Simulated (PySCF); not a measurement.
# Correlation energy of Ca⁺ (calcium, charge +1)

[Ar] 3d1, 2D determinant (an excited configuration). All numbers are calculated (PySCF 2.14, the spin-free X2C one-electron Hamiltonian (Gaussian nucleus), in aug-cc-pwCVTZ-X2C with one added diffuse shell each of s, p, d, f type (10s9p7d4f, 100 functions)). Frozen: [Ne]; 9 electrons correlated.

MP2 pair energies summed by pair of shells (mhartree):

| pair | energy | share (%) |
| --- | --- | --- |
| 3p-3p | -147.15 | 65.7 |
| 3s-3p | -35.59 | 15.9 |
| 3p-3d | -29.25 | 13.1 |
| 3s-3s | -7.90 | 3.5 |
| 3s-3d | -4.15 | 1.9 |

Total MP2 correlation energy: -224.04 mhartree.

Same-spin part -61.39 and opposite-spin part -162.65 mhartree; SCS-MP2 scales them by 1/3 and 6/5 to -215.65 mhartree.
